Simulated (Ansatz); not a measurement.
**Nudged elastic band run: CH2BrNO**

input.yaml

```yaml
crystal:
  periodic: [false, false, false]
  atoms:
    - { symbol: "N", position_ang: [0.069202, 0.791189, -0.890079] }
    - { symbol: C, position_ang: [-0.295347, -0.168072, -0.171059] }
    - { symbol: O, position_ang: [0.202962, -0.644422, 0.975793] }
    - { symbol: Br, position_ang: [-1.793841, -1.20901, -0.670796] }
    - { symbol: H, position_ang: [0.888472, 1.278362, -0.518269] }
    - { symbol: H, position_ang: [0.970752, -0.111948, 1.22821] }
basis:
  gaussian: { orbitals: def2-SVP }
hamiltonian:
  xc: pbe0
neb:
  order_check: false
  images: 5
  f_tol: 0.05
  max_iterations: 60
  final_atoms:
    - { symbol: "N", position_ang: [0.04415955, 0.88992396, -1.03552994] }
    - { symbol: C, position_ang: [-0.12718079, 0.00173185, -0.1781145] }
    - { symbol: O, position_ang: [0.59935603, -0.21405432, 0.92109619] }
    - { symbol: Br, position_ang: [-1.57078552, -1.24816258, -0.36607568] }
    - { symbol: H, position_ang: [0.84921788, 1.47539027, -0.79806178] }
    - { symbol: H, position_ang: [0.24743285, -0.96873017, 1.4104857] }
  initial_path:
    images:
      - { positions_ang: [[0.069202, 0.791189, -0.890079], [-0.295347, -0.168072, -0.171059], [0.202962, -0.644422, 0.975793], [-1.793841, -1.20901, -0.670796], [0.888472, 1.278362, -0.518269], [0.970752, -0.111948, 1.22821]] }
      - { positions_ang: [[0.06092022, 0.80634825, -0.89142834], [-0.27475695, -0.17480727, -0.18609719], [0.34761784, -0.64179068, 0.87121488], [-1.78766324, -1.17915721, -0.61017608], [0.89024968, 1.28171754, -0.57200456], [0.80583246, -0.15621162, 1.34229129]] }
      - { positions_ang: [[0.05263844, 0.82150749, -0.89277768], [-0.25416689, -0.18154254, -0.20113539], [0.49227367, -0.63915936, 0.76663675], [-1.78148549, -1.14930442, -0.54955615], [0.89202735, 1.28507307, -0.62574011], [0.64091292, -0.20047525, 1.45637258]] }
      - { positions_ang: [[0.04435666, 0.83666674, -0.89412702], [-0.23357684, -0.18827781, -0.21617358], [0.63692951, -0.63652803, 0.66205863], [-1.77530773, -1.11945163, -0.48893623], [0.89380503, 1.28842861, -0.67947567], [0.47599338, -0.24473887, 1.57045387]] }
      - { positions_ang: [[0.04429095, 0.85441914, -0.94126132], [-0.19811149, -0.12494126, -0.20348722], [0.62440502, -0.49570346, 0.74840448], [-1.70713366, -1.16235528, -0.44798271], [0.87894265, 1.35074916, -0.71900437], [0.39980653, -0.48606931, 1.51713115]] }
      - { positions_ang: [[0.04422525, 0.87217155, -0.98839563], [-0.16264614, -0.06160471, -0.19080086], [0.61188052, -0.35487889, 0.83475034], [-1.63895959, -1.20525893, -0.40702919], [0.86408027, 1.41306971, -0.75853308], [0.32361969, -0.72739974, 1.46380842]] }
      - { positions_ang: [[0.04415955, 0.88992396, -1.03552994], [-0.12718079, 0.00173185, -0.1781145], [0.59935603, -0.21405432, 0.92109619], [-1.57078552, -1.24816258, -0.36607568], [0.84921788, 1.47539027, -0.79806178], [0.24743285, -0.96873017, 1.4104857]] }
```

Command:

```bash
$ ansatz run input.yaml --threads 1 --pin off --max-ram 2048MiB --backend cpu --events-out ev --progress --plain --runs-dir out
```

Output, in part (warnings, iteration lines, the closing report on the highest movable image, with atoms numbered from 0):

```
NEB end point (image 0): max|allowed force component| = 1.421e-2 eV/Å (the criterion of neb.relax_end_points is 1.000e-2)
NEB end point (image 6): max|allowed force component| = 5.143e-3 eV/Å (the criterion of neb.relax_end_points is 1.000e-2)
NEB iter   1: max|band force component| = 1.507e1 eV/Å  barrier→ = 1.3167 eV  barrier← = 1.4481 eV  Δτ_max = 0.1328 Å  (181 SCF iters)
NEB iter   2: max|band force component| = 1.881e0 eV/Å  barrier→ = 0.2786 eV  barrier← = 0.4099 eV  Δτ_max = 0.0451 Å  (153 SCF iters)
NEB iter   3: max|band force component| = 8.467e-1 eV/Å  barrier→ = 0.2095 eV  barrier← = 0.3409 eV  Δτ_max = 0.0874 Å  (156 SCF iters)
NEB iter   4: max|band force component| = 7.673e-1 eV/Å  barrier→ = 0.1994 eV  barrier← = 0.3308 eV  Δτ_max = 0.0796 Å  (155 SCF iters)
NEB iter   5: max|band force component| = 2.244e-1 eV/Å  barrier→ = 0.1766 eV  barrier← = 0.3080 eV  CI = image 3  Δτ_max = 0.1185 Å  (155 SCF iters)
NEB iter   6: max|band force component| = 2.280e-1 eV/Å  barrier→ = 0.1922 eV  barrier← = 0.3236 eV  CI = image 3  Δτ_max = 0.0256 Å  (151 SCF iters)
NEB iter   7: max|band force component| = 1.182e-1 eV/Å  barrier→ = 0.1921 eV  barrier← = 0.3235 eV  CI = image 3  Δτ_max = 0.0071 Å  (152 SCF iters)
NEB iter   8: max|band force component| = 3.958e-2 eV/Å  barrier→ = 0.1921 eV  barrier← = 0.3235 eV  CI = image 3  Δτ_max = 0.0000 Å  (268 SCF iters)
Total energy: -74627.02530056 eV, -2742.4925957809 hartree
Atom 0 at     0.007795     0.871633    -0.913682 Å, force     0.002806     0.000683    -0.000631 eV/Å
Atom 1 at    -0.201461    -0.148131    -0.219631 Å, force    -0.000624    -0.001010     0.002929 eV/Å
Atom 2 at     0.592199    -0.705816     0.717979 Å, force     0.000216     0.001616    -0.000215 eV/Å
Atom 3 at    -1.791724    -1.156467    -0.504293 Å, force    -0.000374    -0.000051    -0.000334 eV/Å
Atom 4 at     0.913945     1.283593    -0.669789 Å, force    -0.001818    -0.000224    -0.000368 eV/Å
Atom 5 at     0.521445    -0.208713     1.543216 Å, force    -0.000206    -0.001014    -0.001381 eV/Å
Dipole moment:     0.309172     0.184698     0.516146 e Å
```

The forces met the threshold. A vibrational analysis at the climbing image gives one clearly imaginary mode, 446i cm⁻¹: a first-order saddle point.

Final band (atoms are numbered from 1 in the order of the input):

| image | path coordinate (Å) | energy (eV) | dihedral Br4–C2–O3–H6 (°) |
| --- | --- | --- | --- |
| 0 | 0.00 | 0.000 | 180 |
| 1 | 0.28 | 0.048 | -155 |
| 2 | 0.55 | 0.144 | -129 |
| 3 | 0.83 | 0.192 | -104 |
| 4 | 1.20 | 0.106 | -70 |
| 5 | 1.58 | -0.053 | -36 |
| 6 | 1.95 | -0.131 | 0 |

Time of the run: 99 s on 1 thread of Intel(R) Xeon(R) Platinum 8488C (Sapphire Rapids) (shared host), peak memory 0.19 GiB.
